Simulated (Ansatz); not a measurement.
A nudged elastic band was laid between two geometries of F₂H₄N₂Si (9 atoms, charge 0, multiplicity 1).

The calculation used RKS PBE0-D4/def2-SVP (Ansatz 0.2.0).

```json
{"movable images": "9", "climbing image": "yes", "spring": "5.0 eV/Å²", "optimiser": "quadratic models (default)", "start path": "through a guess of the saddle point", "force threshold": "0.03 eV/Å", "iteration limit": "60", "end points": "relaxed"}
```

Image 0:

```xyz
9
Properties=species:S:1:pos:R:3
Si -0.070 0.001 0.501
N 1.442 0.016 -0.260
N -1.318 -0.020 -0.642
H -1.342 0.638 -1.410
F -0.037 1.264 1.513
F -0.379 -1.254 1.475
H 2.257 0.392 0.209
H 1.681 -0.656 -0.978
H -2.235 -0.380 -0.409
```

Image 10:

```xyz
9
Properties=species:S:1:pos:R:3
Si -0.478 -0.093 0.629
N 1.008 0.080 -0.574
N -1.658 0.072 -0.424
H 0.524 0.184 -1.472
F 0.040 1.004 1.719
F 0.026 -1.468 1.346
H 1.578 0.907 -0.388
H 1.612 -0.744 -0.593
H -2.652 0.057 -0.243
```

**Question.** What changes between the two ends?

**Answer.** Bonds broken: N3–H4. Bonds formed: N2–H4.

**Question.** Give the energies along the band, and the barrier.

**Answer.** The forces met the threshold. The highest image is number 7 of 0 to 10, 2.23 eV above the first end and 0.24 eV above the last; the last end lies 1.99 eV above the first. A vibrational analysis at the climbing image gives one clearly imaginary mode, 1154i cm⁻¹: a first-order saddle point. The orbitals stay closed-shell, which can raise the energy where a bond breaks towards radicals; this wasn't checked here.

```tsv
image	path coordinate (Å)	energy (eV)	N3–H4 (Å)	N2–H4 (Å)
0	0.00	0.00	1.01	3.08
1	0.39	0.02	1.01	2.97
2	0.78	0.07	1.01	2.89
3	1.18	0.12	1.01	2.81
4	1.57	0.23	1.01	2.55
5	1.96	0.57	1.02	2.09
6	2.35	1.47	1.13	1.61
7	2.74	2.23	1.48	1.20
8	3.06	2.10	1.83	1.06
9	3.37	2.02	2.13	1.03
10	3.69	1.99	2.42	1.03
```

**Question.** What is the geometry of the highest image?

**Answer.** 
```xyz
9
Properties=species:S:1:pos:R:3:forces:R:3
Si -0.339 -0.079 0.717 0.00 0.02 -0.01
N 1.021 0.048 -0.539 0.00 -0.02 0.00
N -1.360 0.086 -0.537 0.01 -0.01 0.02
H -0.013 0.142 -1.146 0.00 0.00 0.00
F -0.048 1.053 1.835 0.00 -0.01 0.00
F -0.094 -1.443 1.549 0.00 0.00 0.00
H 1.621 0.872 -0.524 0.00 0.01 0.00
H 1.578 -0.783 -0.731 0.00 0.00 0.00
H -2.366 0.103 -0.625 -0.01 0.01 -0.01
```

**Question.** What are the harmonic wavenumbers there?

**Answer.** 1154i, 177, 282, 301, 363, 375, 455, 546, 725, 796, 818, 868, 915, 953, 1172, 1429, 1520, 2028, 3547, 3644, 3719 cm⁻¹.

The band took 12 iterations and about 6 core-minutes.

The run took 3.2 min on 2 threads of Intel(R) Xeon(R) Platinum 8375C CPU @ 2.90GHz (Ice Lake), with other jobs on the host, peak memory 0.21 GiB.
